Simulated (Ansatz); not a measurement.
A structure relaxed at PBE0-D4/def2-TZVP, charge 0, multiplicity 1:

| atom | x (Å) | y (Å) | z (Å) |
| --- | --- | --- | --- |
| N1 | -0.4804 | -0.5324 | 1.7958 |
| Si2 | 0.4844 | -0.4534 | 0.4168 |
| O3 | 0.9854 | 0.9745 | -0.0964 |
| Sn4 | -0.2022 | 0.4441 | -1.8241 |
| H5 | -1.1491 | 0.1795 | 2.0382 |
| H6 | -0.5975 | -1.3825 | 2.3213 |
| H7 | 1.3717 | -1.6399 | 0.4465 |
| H8 | 0.8776 | 0.6381 | -3.1488 |
| H9 | -1.2897 | 1.7721 | -1.9493 |

(1) Give its formula and SMILES.

(2) Summarise the bond lengths by kind.

Results:

(1) H5NOSiSn, `N[SiH]1[O][SnH2]1`.

(2) 1 × N–Si 1.685 Å; 2 × H–N 1.006 Å; 1 × O–Si 1.598 Å; 1 × Si–Sn 2.510 Å; 1 × H–Si 1.482 Å; 1 × O–Sn 2.163 Å; 2 × H–Sn 1.720 to 1.721 Å.

Computed with Ansatz.
